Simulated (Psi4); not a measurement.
Br2Si (SMILES Br[Si]Br), singlet, geometry from GFN2-xTB; R2SCAN/def2-SVP run with Psi4 1.11.

Psi4 was given this input:
```
memory 2 GB

molecule {
0 1
Si   -0.02306863   -0.00441753    1.20707901
Br    0.95296278   -1.45162520   -0.22860751
Br   -0.94373533    1.45339221   -0.25422409
}

set {
  basis def2-svp
  scf_type mem_df
}

energy('r2scan')
print_variables()
```

### Question
Predict the main parts of the log of this Psi4 run.

### Answer

```
   => Loading Basis Set <=

    Name: DEF2-SVP
    Role: ORBITAL
    Keyword: BASIS

         ---------------------------------------------------------
                                   SCF
               by Justin Turney, Rob Parrish, Andy Simmonett
                          and Daniel G. A. Smith
                              RKS Reference
         ---------------------------------------------------------

  ==> Geometry <==

    Molecular point group: cs
    Full point group: Cs

    Geometry (in Angstrom), charge = 0, multiplicity = 1:

       Center              X                  Y                   Z               Mass
    ------------   -----------------  -----------------  -----------------  -----------------
         SI          -0.009087770896    -1.230602311321     0.000000000000    27.976926534650
         BR           1.736300258023     0.205316824852     0.000000000000    78.918337600000
         BR          -1.733078599960     0.230937555362     0.000000000000    78.918337600000

  Running in cs symmetry.

  Rotational constants: A =      0.33796  B =      0.03549  C =      0.03212 [cm^-1]
  Rotational constants: A =  10131.84373  B =   1064.00122  C =    962.88348 [MHz]
  Nuclear repulsion =  416.293410220037174

  Charge       = 0
  Multiplicity = 1
  Electrons    = 84
  Nalpha       = 42
  Nbeta        = 42

  ==> Algorithm <==

  SCF Algorithm Type is MEM_DF.
  DIIS enabled.
  MOM disabled.
  Fractional occupation disabled.
  Guess Type is SAD.
  Energy threshold   = 1.00e-06
  Density threshold  = 1.00e-06
  Integral threshold = 1.00e-12

  ==> Primary Basis <==

  Basis Set: DEF2-SVP
    Blend: DEF2-SVP
    Number of shells: 32
    Number of basis functions: 82
    Number of Cartesian functions: 89
    Spherical Harmonics?: true
    Max angular momentum: 2

  ==> DFT Potential <==

   => LibXC <=

    Version 7.1.2
    S. Lehtola, C. Steigemann, M. J. T. Oliveira, and M. A. L. Marques,  SoftwareX 7, 1–5 (2018) (10.1016/j.softx.2017.11.002)

   => Composite Functional: R2SCAN <=

    r2SCAN Meta-GGA XC Functional  (0.1021/acs.jpclett.0c02405)
    J. W. Furness, A. D. Kaplan, J. Ning, J. P. Perdew, J. Sun  J. Phys. Chem. Lett.  11, 8208–8215, 2020

    Deriv               =              1
    GGA                 =           TRUE
    Meta                =           TRUE

    Exchange Hybrid     =          FALSE
    MP2 Hybrid          =          FALSE

   => Exchange Functionals <=

    1.0000   XC_MGGA_X_R2SCAN

   => Correlation Functionals <=

    1.0000   XC_MGGA_C_R2SCAN

   => LibXC Density Thresholds  <==

    XC_MGGA_C_R2SCAN:  1.00E-15
    XC_MGGA_X_R2SCAN:  1.00E-11

   => Molecular Quadrature <=

    Radial Scheme          =       TREUTLER
    Pruning Scheme         =           NONE
    Nuclear Scheme         =       TREUTLER

    Blocking Scheme        =         OCTREE
    BS radius alpha        =              1
    Pruning alpha          =              1
    Radial Points          =             75
    Spherical Points       =            302
    Total Points           =          62119
    Total Blocks           =            538
    Max Points             =            256
    Max Functions          =             71
    Weights Tolerance      =       1.00E-15

   => Loading Basis Set <=

    Name: (DEF2-SVP AUX)
    Role: JKFIT
    Keyword: DF_BASIS_SCF

  ==> Integral Setup <==

  SCF_SUBTYPE=INCORE selected. In-core MEM_DF algorithm will be used.
  Using in-core AOs.

  ==> MemDFJK: Density-Fitted J/K Matrices <==

    J tasked:                   Yes
    K tasked:                    No
    wK tasked:                   No
    Algorithm:                 Core
    Schwarz Cutoff:           1E-12
    Mask sparsity (%):      10.4700
    Fitting Condition:        1E-10

   => Auxiliary Basis Set <=

  Basis Set: (DEF2-SVP AUX)
    Blend: DEF2-UNIVERSAL-JKFIT
    Number of shells: 158
    Number of basis functions: 660
    Number of Cartesian functions: 897
    Spherical Harmonics?: true
    Max angular momentum: 5

  Minimum eigenvalue in the overlap matrix is 1.6799708592E-02.
  Reciprocal condition number of the overlap matrix is 5.0422828156E-03.
    Using symmetric orthogonalization.

  ==> Pre-Iterations <==

  SCF Guess: Superposition of Atomic Densities via on-the-fly atomic UHF (no occupation information).

   -------------------------
    Irrep   Nso     Nmo
   -------------------------
     A'        57      57
     A"        25      25
   -------------------------
    Total      82      82
   -------------------------

  ==> Iterations <==

                           Total Energy        Delta E     RMS |[F,P]|

   @DF-RKS iter SAD: -5434.13153981723826   -5.43413e+03   0.00000e+00
   @DF-RKS iter   1: -5436.44664883450696   -2.31511e+00   3.21148e-02 DIIS/ADIIS
   @DF-RKS iter   2: -5435.85798464544860    5.88664e-01   3.65979e-02 DIIS/ADIIS
   @DF-RKS iter   3: -5437.00083234561043   -1.14285e+00   5.94785e-03 DIIS/ADIIS
   @DF-RKS iter   4: -5437.10118570745271   -1.00353e-01   1.91916e-03 DIIS/ADIIS
   @DF-RKS iter   5: -5437.11063979139544   -9.45408e-03   3.88698e-04 DIIS/ADIIS
   @DF-RKS iter   6: -5437.11105379138735   -4.14000e-04   5.27102e-05 DIIS
   @DF-RKS iter   7: -5437.11106101002224   -7.21863e-06   1.62169e-05 DIIS
   @DF-RKS iter   8: -5437.11106165527326   -6.45251e-07   2.10526e-06 DIIS
   @DF-RKS iter   9: -5437.11106166588525   -1.06120e-08   3.42275e-07 DIIS
  Energy and wave function converged.

  ==> Post-Iterations <==

   Electrons on quadrature grid:
      Ntotal   =   84.0000015605 ; deviation = 1.560e-06

    Orbital Energies [Eh]
    ---------------------

    Doubly Occupied:

       1Ap  -482.167747     2Ap  -482.167743     3Ap   -65.898677
       4Ap   -62.283077     5Ap   -62.283073     6Ap   -56.078151
       7Ap   -56.078139     1App  -56.077071     2App  -56.077071
       8Ap   -56.076262     9Ap   -56.076241    10Ap    -8.639883
      11Ap    -8.639879    12Ap    -6.444810    13Ap    -6.444809
       3App   -6.439797     4App   -6.439797    14Ap    -6.436788
      15Ap    -6.436787    16Ap    -5.283818     5App   -3.631030
      17Ap    -3.628248    18Ap    -3.625386    19Ap    -2.543123
      20Ap    -2.543120     6App   -2.542108     7App   -2.542106
      21Ap    -2.539985    22Ap    -2.539981     8App   -2.536148
       9App   -2.536147    23Ap    -2.535907    24Ap    -2.535906
      25Ap    -0.764284    26Ap    -0.740574    27Ap    -0.472612
      28Ap    -0.363341    29Ap    -0.322807    10App   -0.320500
      11App   -0.291544    30Ap    -0.272483    31Ap    -0.248085

    Virtual:

      12App   -0.140087    32Ap    -0.032202    33Ap    -0.027628
      34Ap     0.132584    35Ap     0.256107    36Ap     0.280672
      13App    0.302204    14App    0.321947    37Ap     0.322202
      38Ap     0.339703    39Ap     0.362374    15App    0.404032
      16App    0.491074    40Ap     0.491622    41Ap     0.492779
      17App    0.495895    42Ap     0.503236    43Ap     0.533915
      44Ap     0.562518    18App    0.573832    19App    0.583898
      45Ap     0.586697    46Ap     0.642561    20App    0.703231
      47Ap     0.706205    21App    0.731897    48Ap     0.764642
      49Ap     0.786614    50Ap     1.003727    51Ap     1.090616
      52Ap     3.413851    22App    3.415872    23App    3.422760
      53Ap     3.423784    24App    3.451478    54Ap     3.469388
      25App    3.476824    55Ap     3.487509    56Ap     3.642136
      57Ap     3.663771

    Final Occupation by Irrep:
             Ap   App
    DOCC [    31,   11 ]
    NA   [    31,   11 ]
    NB   [    31,   11 ]

  @DF-RKS Final Energy: -5437.11106166588525

   => Energetics <=

    Nuclear Repulsion Energy =            416.2934102200371740
    One-Electron Energy =               -8395.8959553464374039
    Two-Electron Energy =                2746.0333658589770494
    DFT Exchange-Correlation Energy =    -203.5418823984621781
    Empirical Dispersion Energy =           0.0000000000000000
    VV10 Nonlocal Energy =                  0.0000000000000000
    Total Energy =                      -5437.1110616658852450

Computation Completed

Properties will be evaluated at   0.000000,   0.000000,   0.000000 [a0]

Properties computed using the SCF density matrix

 Multipole Moments:

 ------------------------------------------------------------------------------------
     Multipole            Electronic (a.u.)      Nuclear  (a.u.)        Total (a.u.)
 ------------------------------------------------------------------------------------

 L = 1.  Multiply by 2.5417464519 to convert [e a0] to [Debye]
 Dipole X            :          0.0249929           -0.0273458           -0.0023529
 Dipole Y            :          3.3843621           -3.7029732           -0.3186112
 Dipole Z            :          0.0000000            0.0000000            0.0000000
 Magnitude           :                                                    0.3186199

 ------------------------------------------------------------------------------------

  Variable Map:
  ----------------------------------------------------------------------------
  "CURRENT ENERGY"              =>   -5437.111061665885
  "CURRENT REFERENCE ENERGY"    =>   -5437.111061665885
  "DD SOLVATION ENERGY"         =>       0.000000000000
  "DFT FUNCTIONAL TOTAL ENERGY" =>   -5437.111061665885
  "DFT TOTAL ENERGY"            =>   -5437.111061665885
  "DFT VV10 ENERGY"             =>       0.000000000000
  "DFT XC ENERGY"               =>    -203.541882398462
  "GRID ELECTRONS ALPHA"        =>      42.000000780244
  "GRID ELECTRONS BETA"         =>      42.000000780244
  "GRID ELECTRONS TOTAL"        =>      84.000001560488
  "NUCLEAR REPULSION ENERGY"    =>     416.293410220037
  "ONE-ELECTRON ENERGY"         =>   -8395.895955346437
  "PCM POLARIZATION ENERGY"     =>       0.000000000000
  "PE ENERGY"                   =>       0.000000000000
  "SCF ITERATION ENERGY"        =>   -5437.111061665885
  "SCF ITERATIONS"              =>       9.000000000000
  "SCF TOTAL ENERGY"            =>   -5437.111061665885
  "TWO-ELECTRON ENERGY"         =>    2746.033365858977
  "XC GRID RADIAL POINTS"       =>      75.000000000000
  "XC GRID SPHERICAL POINTS"    =>     302.000000000000
  "XC GRID TOTAL POINTS"        =>   62119.000000000000

  Array Variable Map:
  ----------------------------------------------------------------------------
  "CURRENT DIPOLE"              =>      -0.002352868961 ... 0.000000000000 1 by 3
  "SCF DIPOLE"                  =>      -0.002352868961 ... 0.000000000000 1 by 3
  "SCF TOTAL ENERGIES"          =>   -5434.131539817238 ... -5437.111061665885 1 by 10
```
